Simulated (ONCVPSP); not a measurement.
Al (Z = 13), ONCV: configuration errors across variants

```
Element                 : Al (Z = 13)
Generator               : ONCVPSP 4.0.1
Type                    : optimised norm-conserving Vanderbilt (ONCV)
Functional              : PBE
Relativity              : scalar-relativistic
Frozen core             : [Ne]
Valence charge          : 3
Reference configuration : 3s2 3p0.5 (charge +0.5)
Partial waves           : 3s: rc 1.85 bohr, ncon 4, nbas 8, qcut 3.4 1/bohr, 2 projectors, debl 0.5 Ha; 3p: rc 2.15 bohr, ncon 5, nbas 8, qcut 4.1 1/bohr, 1 projector
Local potential         : polynomial inside 1.50 bohr (lpopt 5, dvloc0 0 Ha)
Core correction         : polynomial model core, fcfact 0.25
```

All-electron excitation energies from the reference (eV): (1) 3s2 3p1 -2.086; (2) 3s2 3p0 3.676; (3) 3s1 3p0 22.901; (4) 3s0 3p3 8.365.

2 further variants failed, have other tests or too few solved ones, and are left out.

Errors AE − PS in meV (a dash: test not solved or not reliable):

```tsv
change	(1)	(2)	(3)	(4)	bound ghosts	GHOST(+) flags above zero
base	+0.3	+0.2	+21	+3.8	none	s
s: rc 1.66	+0.3	+0.2	+21	+4.1	none	s
s: rc 2.04	+0.3	+0.2	+19	-1.8	none	s
s: rc 2.3	+0.3	+0.2	+11	-18	none	s
s: rc 2.44	+0.3	+0.2	+6.9	-29	none	s
s: rc 2.66	+0.3	+0.4	-2.5	-50	none	s
```

Q: Give the same row for: s: rc 1.94.

A: +0.3, +0.2, +21, +1.8; bound ghosts: none; GHOST(+) flags above zero: s.
